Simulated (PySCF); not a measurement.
The numbers are results of PBE-D3(BJ)/def2-TZVP // PBE0-D4/def2-TZVP (PySCF), not measurements. Gas-phase values, no solvent. One relaxed conformer stands for a flexible species; it need not be the lowest. Excitations are Tamm–Dancoff values on a coarser integration grid. The basis has no diffuse functions, so Rydberg states are missing or too high.

Reference species (SMILES): `[SiH3]Cl` (neutral, multiplicity 1).

The T1 excitation (TDA) comes out as 6.46 eV and the HOMO is -7.65 eV.

Changed species: `Cl[SiH2]CC#N` (X = cyanomethyl; the reference has X = H).

Problem. Give the shifts of the T1 excitation (TDA) and HOMO.

Solution. the T1 excitation (TDA) falls by 0.44 eV, to 6.02 eV; the HOMO falls by 0.09 eV, to -7.74 eV.
